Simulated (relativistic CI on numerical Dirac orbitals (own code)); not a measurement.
# Sensitivity of the levels of Kr XX to α and to the nuclear radius

Computed by Dirac-Coulomb-Breit CI, orbitals from a KLI potential per configuration, derivatives by finite differences, unscaled Slater integrals, QED left out (own radial code, finite nucleus).

Configurations in the expansion (outside the closed core [Ne]): 3s²3p⁵, 3s3p⁶, 3s²3p⁴3d, 3s3p⁵3d, 3p⁶3d, 3s3p⁴3d², 3p⁵3d², 3p⁴3d³. Double excitations out of closed p, d and f shells are left out; levels of such configurations are missing from the list, as are those of other unlisted configurations, and high levels can miss mixing partners.

With x = (α/α₀)² − 1 an excitation energy changes as ω = ω₀ + qx; K = 2q/ω₀ is the relative enhancement. Terms are leading LS components, so labels can repeat. The field-shift factor is F = δν/δ⟨r²⟩ for the transition from the lowest level.

Lowest level 3s²3p⁵ ²P°3/2.

| Level | ω₀ (cm⁻¹) | q (cm⁻¹) | K | F (GHz/fm²) |
| --- | --- | --- | --- | --- |
| 3s²3p⁵ ²P°1/2 | 87421 | 90990 | 2.08 | -0.787 |
| 3s3p⁶ ²S1/2 | 539101 | 99940 | 0.371 | -64.6 |
| 3s²3p⁴3d ⁴D5/2 | 677365 | 26130 | 0.0772 | 0.423 |
| 3s²3p⁴3d ⁴D3/2 | 679321 | 22530 | 0.0663 | 0.381 |
| 3s²3p⁴3d ⁴D7/2 | 685555 | 37490 | 0.109 | 0.485 |
| 3s²3p⁴3d ⁴D1/2 | 689825 | 29620 | 0.0859 | 0.326 |
| 3s²3p⁴3d ⁴F9/2 | 726599 | 26440 | 0.0728 | 0.717 |
| 3s²3p⁴3d ²F7/2 | 735534 | 17320 | 0.0471 | 0.56 |
| 3s²3p⁴3d ²P1/2 | 749851 | 79520 | 0.212 | -0.244 |
| 3s²3p⁴3d ²D3/2 | 752822 | 31510 | 0.0837 | 0.146 |
| 3s²3p⁴3d ⁴P1/2 | 760703 | 48920 | 0.129 | -1.67 |
| 3s²3p⁴3d ⁴F5/2 | 775148 | 73960 | 0.191 | 0.0662 |
| 3s²3p⁴3d ²P3/2 | 776861 | 90620 | 0.233 | -0.231 |

At this charge energies of transitions that change n are usually good to better than 1 %, and those within a shell (Δn = 0) to a few per cent.
